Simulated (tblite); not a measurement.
Compound: C₃H₅Cl₃O₃Si.
SMILES with atom numbers: `[O:1]=[C:2]([OH:3])[CH2:4][O:5][SiH2:6][C:7]([Cl:8])([Cl:9])[Cl:10]` (hydrogens: H11 on O3; H12, H13 on C4; H14, H15 on Si6)

The geometry is computed with GFN2-xTB (gas phase).

Q: What internal coordinates does the optimisation give?

A: 
```json
{"bond": "O1=C2", "length (pm)": "120.0"}
{"bond": "C2–O3", "length (pm)": "132.5"}
{"bond": "C2–C4", "length (pm)": "152.3"}
{"bond": "C4–O5", "length (pm)": "139.5"}
{"bond": "O5–Si6", "length (pm)": "160.2"}
{"bond": "Si6–C7", "length (pm)": "195.3"}
{"bond": "C7–Cl8, C7–Cl10", "length (pm)": "177.3"}
{"bond": "C7–Cl9", "length (pm)": "178.4"}
{"bond": "O3–H11", "length (pm)": "97.1"}
{"bond": "C4–H12, C4–H13", "length (pm)": "109.6"}
{"bond": "Si6–H14", "length (pm)": "144.7"}
{"bond": "Si6–H15", "length (pm)": "145.9"}
```

Bonds in one row agree within 1 pm and their mean is given. A selection of angles:
```json
{"angle": "O1–C2–O3", "degrees": "123.9"}
{"angle": "O1–C2–C4", "degrees": "123.1"}
{"angle": "O3–C2–C4", "degrees": "113.0"}
{"angle": "C2–C4–O5", "degrees": "111.6"}
{"angle": "C4–O5–Si6", "degrees": "135.6"}
{"angle": "O5–Si6–C7", "degrees": "109.7"}
{"angle": "Si6–C7–Cl8", "degrees": "110.3"}
{"angle": "Si6–C7–Cl10", "degrees": "111.9"}
{"angle": "Cl8–C7–Cl9", "degrees": "108.2"}
{"angle": "Cl8–C7–Cl10", "degrees": "108.6"}
{"angle": "H11–O3–C2", "degrees": "110.8"}
```

Torsions: O1–C2–C4–O5 176° (antiperiplanar); C2–C4–O5–Si6 161° (antiperiplanar); C4–O5–Si6–C7 -52° (synclinal); O5–Si6–C7–Cl8 -52° (synclinal); H11–O3–C2–O1 0° (synperiplanar). The mirror-image conformer, all signs reversed, is as good.

Of the pairs four or more bonds apart, Cl9···H13 is among the closest relative to their van der Waals radii: 2.82 Å, 96 % of the sum of Bondi's values. Si6 (oxygen-bound silicon) is distorted tetrahedral (angles from 101.3° to 119.7°). O3 (acid hydroxyl oxygen) is bent (angle 110.8°). The 3 C–O bonds span 1.200 Å (O1=C2, drawn double) to 1.395 Å (C4–O5, drawn single), a spread of 0.195 Å.

Point group: C1 (no symmetry element, even within 0.4 Å). Its lowest GFN2-xTB frequency is 12i cm⁻¹, too small to tell a flat minimum from a shallow saddle. One conformer, not necessarily the lowest (O1–C2–O3–H 0°, O1–C2–C4–O5 176°, C2–C4–O5–Si6 161°, C4–O5–Si6–C7 -52°). 3 starts were optimised and ended at 0.00, 0.07 and 0.60 kcal/mol (GFN2-xTB); the lowest of these is shown.

Time: 1.5 s wall. Hardware: an Arm Neoverse V1 with one thread, shared host. This is the geometry optimisation.
